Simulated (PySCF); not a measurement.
FHSi, neutral, multiplicity 1. Atoms are numbered in the order given.

```xyz
3

Si     0.1183     0.5903     0.0000
H     -1.3914     0.8970     0.0000
F     -0.0295    -1.0179     0.0000
```
Charge 0, spin multiplicity 1.

Geometry optimised at r2SCAN-D4/def2-TZVPD. The isomer is the one that the SMILES or the coordinates give; other isomers of the formula were not compared.

Method: B3LYP/pcSseg-2 run with PySCF.

GIAO shieldings, no solvent; atoms alike by connectivity are averaged. δ = σ(ref) − σ: ²⁹Si against TMS (σ = 325.2 ppm); ¹H against TMS (σ = 31.68 ppm); ¹⁹F against CFCl3 (σ = 159.6 ppm), references at their B3LYP-D3(BJ)/def2-TZVP geometries, non-relativistic.

Computed chemical shifts:
```
nucleus  atoms  count  δ (ppm)
-------  -----  -----  -------
²⁹Si       Si1      1    469.1
¹H          H2      1     9.29
¹⁹F         F3      1    108.5
```
